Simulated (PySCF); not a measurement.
**A small calculation by hand: oscillator strength and radiative lifetime**

Al(OH)(SiH3)2 (AlH7OSi2), SMILES [OH][Al]([SiH3])[SiH3].

The structure is a stationary point at r2SCAN-D4/def2-SVP. A frequency run showed that this geometry is not a minimum. The structure was generated by enumeration; whether it is a known compound was not checked. The values are those of a single conformer.

TDA-PBE/def2-SVPD run with PySCF puts the first singlet state with f over 0.02 at 5.42 eV (vertical), with the transition dipole (0.814, -0.887, 0.829) in atomic units.

Task: Find the oscillator strength, the wavelength and the radiative lifetime that this transition would have in vacuum if emission retraced absorption.

Result: 
|μ|² = 2.1366 au, so |μ| = 3.72 D. ΔE = 5.42/27.211 = 0.1992 hartree. f = (2/3) ΔE |μ|² = 0.284 (the program prints 0.284).
λ = 1239.84/5.42 = 229 nm; ν = 43715 cm⁻¹.
Einstein's coefficient A = 0.6670 ν² f s⁻¹ (ν in cm⁻¹) = 3.6e8 s⁻¹, so τ = 1/A = 2.8 ns. This state is S3; the lower singlets have f = 0.000, 0.009. The figure is the radiative limit of this one transition; relaxation, internal conversion, crossing to triplets and a medium change what is measured.
